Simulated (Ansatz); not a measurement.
Mulliken charges of `CC(=S)CI` from PBE/def2-TZVPP in Ansatz (PBE0-D4/def2-TZVP geometry).

```
atom   x (Å)   y (Å)   z (Å)  charge (e)
  C1  -0.769  -1.007   0.306      -0.195
  C2   0.535  -0.385  -0.065       0.066
  S3   1.858  -1.243  -0.434      -0.198
  C4   0.588   1.102  -0.034      -0.202
  I5  -0.493   1.929  -1.709      -0.062
  H6  -1.027  -0.730   1.335       0.091
  H7  -0.726  -2.090   0.226       0.097
  H8  -1.571  -0.622  -0.332       0.100
  H9   0.088   1.518   0.841       0.149
 H10   1.601   1.477  -0.132       0.154
```

By hand: the dipole of these point charges (1 e Å = 4.8032 D).

Σ q r = (-0.332, 0.197, 0.350) e Å, of length 0.521 e Å = 2.50 D.

How does the dipole of the full density compare? (Estimate.)

Computed: (-0.287, 0.118, 0.321) e Å, 2.14 D; the point charges give 1.17 times that, at 7° from its direction.

Point charges leave out the atoms' own dipoles, such as those of lone pairs, and Mulliken's split depends on the basis, so the two needn't agree.
